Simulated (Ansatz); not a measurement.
Geometry optimisation, Ansatz 0.2.0, RKS r2SCAN-D4/def2-SVP.

The input (input.yaml):

```yaml
crystal:
  periodic: [false, false, false]
  atoms:
    - { symbol: Ge, position_ang: [-0.78722, 0.269906, -0.413023] }
    - { symbol: F, position_ang: [1.260924, -0.998607, 1.492493] }
    - { symbol: H, position_ang: [-1.763944, 0.85373, -1.433663] }
    - { symbol: H, position_ang: [-0.986341, 0.869294, 0.977035] }
    - { symbol: H, position_ang: [-0.798815, -1.256536, -0.419109] }
    - { symbol: H, position_ang: [1.863784, -0.644209, 0.905933] }
    - { symbol: Cl, position_ang: [1.211612, 0.906423, -1.109565] }
basis:
  gaussian: { orbitals: def2-SVP }
hamiltonian:
  xc: r2scan
  dispersion: d4
relax:
  f_tol: 0.03
  max_steps: 50
output:
  orbitals: {}
```

Command:

```bash
$ ansatz run input.yaml --threads 2 --pin off --max-ram 3072MiB --backend cpu --events-out ev --progress --plain --runs-dir out
```

Question: Where does it end, and by what steps?

Answer: The run converged. After 6 steps the energy has fallen by 0.061 eV; H6 moved furthest, 0.27 Å.

```csv
step,energy less start (eV),largest force component (eV/Å),accepted
0,0.0000,0.726,yes
1,-0.0363,0.788,yes
2,-0.0185,0.438,no
3,-0.0571,0.302,yes
4,-0.0534,0.303,no
5,-0.0601,0.057,yes
6,-0.0609,0.006,yes
```

```xyz
7
Properties=species:S:1:pos:R:3
Ge -0.782 0.232 -0.384
F 1.334 -0.962 1.463
H -1.677 0.898 -1.433
H -0.992 0.819 1.008
H -0.870 -1.290 -0.435
H 1.721 -0.464 0.773
Cl 1.264 0.766 -0.993
```

The run took 8.7 s on 2 threads of Intel(R) Xeon(R) 6975P-C (Granite Rapids), with other jobs on the host, peak memory 0.16 GiB.
